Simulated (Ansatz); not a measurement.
Consider the cleavage of the Si–Si bond: `[SiH3][SiH2][CH2][GaH2]` + `N[SiH3]` → `[SiH3]N[SiH3]` + `[SiH3][CH2][GaH2]`.

Isolated molecules relaxed with PBE0-D4/def2-TZVP in Ansatz; ΔE leaves out vibrations. CBS: MP2 limit from def2 TZ/QZ plus the TZ coupled-cluster correction, frozen cores. This one scheme is used for every species. For Ga outer-core shells are correlated without core-valence functions, which leaves a few kJ/mol of doubt a bond. Scalar relativity is left out up to krypton. One conformer a species, not always the lowest.

`[SiH3][SiH2][CH2][GaH2]`:

Cartesian coordinates in Å:
```
Si -2.430 -0.010 0.726
Si -0.344 -0.657 -0.117
C 0.920 0.725 -0.046
Ga 2.657 0.121 -0.748
H -2.294 0.422 2.145
H -3.414 -1.125 0.662
H -2.963 1.138 -0.059
H -0.515 -1.119 -1.526
H 0.144 -1.834 0.661
H 1.027 1.045 0.994
H 0.548 1.565 -0.639
H 2.963 0.258 -2.282
H 3.702 -0.529 0.228
```

`N[SiH3]`:

Cartesian coordinates in Å:
```
N -0.712 -0.714 -0.349
Si 0.350 0.503 0.242
H -0.814 -1.576 0.162
H -0.777 -0.879 -1.340
H 0.044 0.717 1.680
H 1.810 0.204 0.139
H 0.098 1.745 -0.534
```

`[SiH3]N[SiH3]`:

Z-matrix (Å, degrees):
```
Si
N 1 1.726
H 1 1.490 2 112.6
H 1 1.484 2 107.4 3 119.9
H 1 1.489 2 110.9 3 -120.0
Si 2 1.726 1 128.9 3 -109.8
H 2 1.011 1 115.5 3 66.2
H 6 1.490 2 112.6 1 109.8
H 6 1.484 2 107.4 1 -10.1
H 6 1.488 2 110.9 1 -130.1
```

`[SiH3][CH2][GaH2]`:

```xyz
10

Si   -0.935    0.726   -0.820
C    -0.108   -0.788   -0.107
Ga    1.324   -0.349    1.169
H    -2.017    0.377   -1.781
H     0.059    1.574   -1.534
H    -1.535    1.552    0.266
H     0.309   -1.370   -0.934
H    -0.871   -1.390    0.396
H     0.983   -0.185    2.694
H     2.792   -0.147    0.651
```

| species | CCSD(T)/CBS(def2) energy (Eh) |
| --- | --- |
| `[SiH3][SiH2][CH2][GaH2]` | -2545.54588 |
| `N[SiH3]` | -346.80422 |
| `[SiH3]N[SiH3]` | -637.10515 |
| `[SiH3][CH2][GaH2]` | -2255.26496 |

Task: Work out ΔE.

Result: ΔE = (-637.10515) + (-2255.26496) − (-2545.54588) − (-346.80422) = -0.02001 Eh = -52.5 kJ/mol.

Largest T1 diagnostic among the species: 0.013.

From PBE to PBE0 (25 % exact exchange), in def2-TZVPP and without D4, ΔE moves by −6.9 kJ/mol. In def2-TZVPP, CCSD(T) changes the Hartree–Fock value by +17.4 kJ/mol (the triples alone add +2.4 kJ/mol) and MP2 by +10.6 kJ/mol.
